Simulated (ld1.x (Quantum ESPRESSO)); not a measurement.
**Configuration tests for silicon (TM)**

```json
{
  "Element": "Si",
  "Generator": "ld1.x (Quantum ESPRESSO) 7.5",
  "Type": "norm-conserving Troullier–Martins (Kleinman–Bylander form)",
  "Functional": "LDA (PZ)",
  "Relativity": "scalar-relativistic",
  "Frozen core": "[Ne]",
  "Valence charge": "4",
  "Reference configuration": "3s1.75 3p2.25",
  "Partial waves": "3s (bound): rc 1.40 bohr; 3p (bound): rc 1.80 bohr; 3d channel at 0.1 Ry: rc 1.75 bohr",
  "Local potential": "all-electron potential smoothed inside 1.05 bohr (lloc = -1)",
  "Core correction": "a·sin(br)/r model core inside 1.35 bohr"
}
```

Energies are relative to the spin-unpolarised reference configuration 3s1.75 3p2.25; without spin polarisation the order of configurations can differ from experiment. Spin-polarised rows fill each open shell by Hund’s rule, majority spin first.

(1) Give the all-electron excitation energy and the error of the potential for: 3s2 3p2; 3s2 3p1; 3s2 3p0; 3s1 3p0; 3s2 3p1.5; 3s1 3p2; 3s0 3p4; 3s1.75 3p2.25 (spin-polarised); 3s2 3p2 (spin-polarised).

Levels in the configuration 3s1 3p2:

```csv
level,all-electron (eV),pseudo (eV)
3s,-19.845,-19.817
3p,-12.375,-12.350
```

## Answers

(1)

| valence configuration | charge | ΔE all-electron (eV) | error AE − PS (meV) |
| --- | --- | --- | --- |
| 3s2 3p2 | 0 | -1.685 | +0.1 |
| 3s2 3p1 | +1 | 6.144 | +5.4 |
| 3s2 3p0 | +2 | 22.258 | +59 |
| 3s1 3p0 | +3 | 56.403 | +245 |
| 3s2 3p1.5 | +0.5 | 1.280 | +0.3 |
| 3s1 3p2 | +1 | 13.557 | +12 |
| 3s0 3p4 | 0 | 12.095 | -1.5 |
| 3s1.75 3p2.25 (spin-polarised) | 0 | -1.006 | +24 |
| 3s2 3p2 (spin-polarised) | 0 | -2.296 | +13 |
